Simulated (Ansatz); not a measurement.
`[GeH3][CH]1N=CO1`. Charge 0, multiplicity 1. The geometry is a stationary point of PBE0-D4/def2-TZVP.

```xyz
10

Ge   -0.804    1.282    0.258
C    -0.339   -0.603   -0.108
N     0.578   -0.797   -1.225
C     1.396   -1.193   -0.324
O     0.690   -1.097    0.827
H    -1.553    1.360    1.597
H    -1.704    1.784   -0.877
H     0.507    2.073    0.318
H    -1.196   -1.281   -0.112
H     2.427   -1.529   -0.353
```

(1) What is the dipole moment at r2SCAN/def2-TZVPP? (An estimate is asked.)

(2) And with PBE, B3LYP, ωB97M-V? (Best estimate.)

(3) Give the Mulliken charges with r2SCAN, ωB97M-V, B3LYP in def2-TZVPP. (Estimate.)

Results:

(1) The calculation gave: 0.98 D, with components (-0.20, 0.05, 0.96) D in this frame, pointing from negative to positive charge.

(2) Ansatz gave: PBE 1.00 D, B3LYP 0.93 D, ωB97M-V 0.92 D.

(3) Computed: 
| atom | r2SCAN | ωB97M-V | B3LYP |
| --- | --- | --- | --- |
| Ge1 | 0.15 | 0.09 | 0.14 |
| C2 | 0.16 | 0.01 | 0.10 |
| N3 | -0.38 | -0.32 | -0.33 |
| C4 | 0.22 | 0.18 | 0.14 |
| O5 | -0.32 | -0.32 | -0.33 |
| H6 | -0.01 | 0.02 | 0.00 |
| H7 | 0.00 | 0.03 | 0.00 |
| H8 | 0.00 | 0.03 | 0.00 |
| H9 | 0.07 | 0.14 | 0.12 |
| H10 | 0.11 | 0.15 | 0.16 |

B3LYP here is the variant with VWN-RPA as its local correlation; programs differ in this.
